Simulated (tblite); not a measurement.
Species: C6H12OSi.
Atom-mapped SMILES: `[CH3:1][C:2](=[O:3])/[CH:4]=[CH:5]/[SiH:6]([CH3:7])[CH3:8]` (hydrogens: H9, H10, H11 on C1; H12 on C4; H13 on C5; H14 on Si6; H15, H16, H17 on C7; H18, H19, H20 on C8)

Computed with GFN2-xTB (tblite), gas phase: L-BFGS steps from a force-field or distance-geometry start until the largest atomic force falls under 0.01 eV/Å.

Step 0: E = -671.7176 eV
```
atom  x, y, z in Å  |  force x, y, z in eV/Å
C1      3.4419    1.0051   -0.0615    0.056  -0.090   0.850
C2      2.4379   -0.1124    0.0074    1.573  -2.621  -0.594
O3      2.8311   -1.3089   -0.1451   -1.349   3.199   0.440
C4      1.0556    0.2594    0.2803    0.242  -0.568   0.004
C5      0.1657   -0.7256    0.3690    0.030  -0.019  -0.049
Si6    -1.6268   -0.4349    0.6939   -0.188   0.407   0.919
C7     -2.0234    1.2917    0.0980    0.198   1.410   0.079
C8     -2.5302   -1.7308   -0.2552   -0.431  -1.399  -0.722
H9      3.0704    1.8612   -0.6309    0.232  -0.304  -0.066
H10     3.5426    1.3552    1.0036    0.286  -0.262  -0.949
H11     4.3737    0.5560   -0.4500   -0.353   0.717   0.281
H12     0.7603    1.2903    0.4287    0.351  -0.125  -0.118
H13     0.4984   -1.7410    0.2277    0.293  -0.054  -0.049
H14    -1.7638   -0.5594    2.1501   -0.194   0.020   0.138
H15    -3.0632    1.6079    0.3180    0.693  -0.211  -0.446
H16    -1.3627    1.9970    0.6615   -0.616  -0.384  -0.471
H17    -1.7623    1.4237   -0.9752   -0.501  -0.034   0.741
H18    -2.2109   -2.7309    0.1575   -0.646   0.901  -0.645
H19    -3.6321   -1.6184   -0.1963    0.796  -0.318  -0.121
H20    -2.2075   -1.6745   -1.3232   -0.470  -0.265   0.779
```

Step 1: E = -671.9081 eV
```
atom  x, y, z in Å  |  force x, y, z in eV/Å
C1      3.4427    1.0038   -0.0493   -0.018  -0.072   0.154
C2      2.4604   -0.1499   -0.0011   -0.739   3.311   0.345
O3      2.8118   -1.2632   -0.1388    0.672  -2.778  -0.362
C4      1.0591    0.2513    0.2804    0.331  -0.277  -0.038
C5      0.1662   -0.7258    0.3683   -0.068  -0.067   0.001
Si6    -1.6295   -0.4291    0.7070   -0.342   0.138   0.212
C7     -2.0205    1.3118    0.0991    0.079   0.364   0.097
C8     -2.5364   -1.7508   -0.2655   -0.020  -0.185  -0.083
H9      3.0737    1.8568   -0.6319    0.195  -0.401   0.019
H10     3.5467    1.3515    0.9900    0.278  -0.112  -0.370
H11     4.3686    0.5663   -0.4460   -0.098   0.649   0.225
H12     0.7654    1.2885    0.4270    0.420  -0.289  -0.135
H13     0.5026   -1.7417    0.2270    0.216  -0.046  -0.043
H14    -1.7666   -0.5591    2.1521   -0.222   0.010   0.306
H15    -3.0533    1.6049    0.3116    0.310  -0.029  -0.335
H16    -1.3715    1.9915    0.6548   -0.210   0.111  -0.139
H17    -1.7694    1.4232   -0.9646   -0.369   0.040   0.388
H18    -2.2202   -2.7181    0.1483   -0.441   0.214  -0.398
H19    -3.6207   -1.6230   -0.1980    0.343  -0.316  -0.123
H20    -2.2142   -1.6782   -1.3121   -0.317  -0.266   0.278
```

Step 2: E = -672.0066 eV
```
atom  x, y, z in Å  |  force x, y, z in eV/Å
C1      3.4427    1.0028   -0.0447    0.011   0.067  -0.116
C2      2.4584   -0.1253    0.0003    0.076  -0.183  -0.015
O3      2.8139   -1.2803   -0.1409   -0.176   0.289  -0.013
C4      1.0634    0.2464    0.2800    0.196  -0.018  -0.016
C5      0.1656   -0.7266    0.3681   -0.097  -0.145   0.020
Si6    -1.6337   -0.4262    0.7125   -0.290   0.052   0.009
C7     -2.0190    1.3206    0.1004    0.021  -0.075   0.105
C8     -2.5381   -1.7577   -0.2689    0.083   0.270   0.128
H9      3.0766    1.8516   -0.6319    0.159  -0.298   0.004
H10     3.5505    1.3494    0.9828    0.296   0.017  -0.042
H11     4.3664    0.5755   -0.4427    0.025   0.506   0.169
H12     0.7709    1.2851    0.4252    0.381  -0.279  -0.123
H13     0.5059   -1.7424    0.2264    0.176  -0.020  -0.037
H14    -1.7696   -0.5589    2.1557   -0.223   0.010   0.325
H15    -3.0476    1.6038    0.3066    0.083   0.060  -0.258
H16    -1.3759    1.9913    0.6517   -0.009   0.337   0.027
H17    -1.7750    1.4235   -0.9580   -0.280   0.068   0.169
H18    -2.2270   -2.7127    0.1419   -0.305  -0.136  -0.240
H19    -3.6144   -1.6274   -0.1997    0.090  -0.283  -0.110
H20    -2.2191   -1.6819   -1.3064   -0.218  -0.238   0.013
```

Step 3: E = -672.0371 eV
```
atom  x, y, z in Å  |  force x, y, z in eV/Å
C1      3.4429    1.0034   -0.0448    0.009   0.034  -0.038
C2      2.4598   -0.1224    0.0002    0.076  -0.331  -0.023
O3      2.8111   -1.2791   -0.1415   -0.110   0.272  -0.025
C4      1.0677    0.2445    0.2797   -0.052  -0.197   0.006
C5      0.1639   -0.7291    0.3683    0.028   0.043   0.019
Si6    -1.6394   -0.4244    0.7146   -0.114   0.018   0.073
C7     -2.0182    1.3225    0.1024    0.035  -0.106   0.143
C8     -2.5375   -1.7561   -0.2683    0.063   0.236   0.128
H9      3.0799    1.8454   -0.6319    0.074  -0.126  -0.083
H10     3.5563    1.3490    0.9797    0.265   0.058   0.047
H11     4.3660    0.5862   -0.4390    0.165   0.382   0.086
H12     0.7785    1.2798    0.4228    0.318  -0.144  -0.095
H13     0.5096   -1.7429    0.2256    0.141  -0.029  -0.030
H14    -1.7740   -0.5587    2.1618   -0.218   0.017   0.245
H15    -3.0444    1.6044    0.3010   -0.049   0.098  -0.190
H16    -1.3775    1.9963    0.6510    0.015   0.339   0.047
H17    -1.7811    1.4246   -0.9532   -0.204   0.067   0.034
H18    -2.2339   -2.7128    0.1361   -0.231  -0.208  -0.164
H19    -3.6108   -1.6331   -0.2020   -0.056  -0.229  -0.090
H20    -2.2241   -1.6868   -1.3043   -0.156  -0.191  -0.090
```

Task: Estimate the geometry and energy of step 4. (The exact step hangs on the optimiser's Hessian estimate; all steps are aligned on step 3, rigid shifts and turns removed.)

Result: E = -672.0833 eV, largest force 0.416 eV/Å
```
atom  x, y, z in Å  |  force x, y, z in eV/Å
C1      3.4435    1.0049   -0.0439    0.031  -0.029   0.130
C2      2.4632   -0.1200   -0.0001    0.029  -0.410  -0.010
O3      2.8051   -1.2760   -0.1442    0.123  -0.007  -0.081
C4      1.0719    0.2320    0.2794    0.030   0.158  -0.001
C5      0.1632   -0.7300    0.3693   -0.211  -0.275   0.062
Si6    -1.6516   -0.4204    0.7225    0.291  -0.059   0.237
C7     -2.0151    1.3249    0.1108    0.013   0.029   0.134
C8     -2.5354   -1.7489   -0.2643   -0.053  -0.064   0.004
H9      3.0876    1.8317   -0.6353   -0.115   0.211  -0.223
H10     3.5746    1.3498    0.9748    0.151   0.130   0.179
H11     4.3710    0.6167   -0.4303    0.397   0.097  -0.079
H12     0.8015    1.2672    0.4156    0.163   0.063  -0.037
H13     0.5206   -1.7449    0.2234    0.002   0.073   0.007
H14    -1.7885   -0.5577    2.1794   -0.195   0.031   0.051
H15    -3.0403    1.6083    0.2853   -0.230   0.131  -0.022
H16    -1.3808    2.0145    0.6506   -0.007   0.239   0.033
H17    -1.7981    1.4285   -0.9437   -0.026   0.030  -0.144
H18    -2.2535   -2.7185    0.1206   -0.075  -0.217  -0.021
H19    -3.6063   -1.6501   -0.2086   -0.285  -0.076  -0.031
H20    -2.2377   -1.7010   -1.3029   -0.033  -0.056  -0.188
```

The energy changes by -0.0462 eV. The first-order estimate −F·Δx gives -0.0787 eV and the mean of the old and new forces, exact on a quadratic surface, -0.0462 eV. The step makes an angle of 31° with the force vector and moves no atom by more than 0.032 Å.

What follows is the cost of the whole relaxation. Hardware: one thread of an Intel Xeon at 2.50 GHz, shared host with 64 logical CPUs at a one-minute load of 63. Cost: 2.4 s wall.
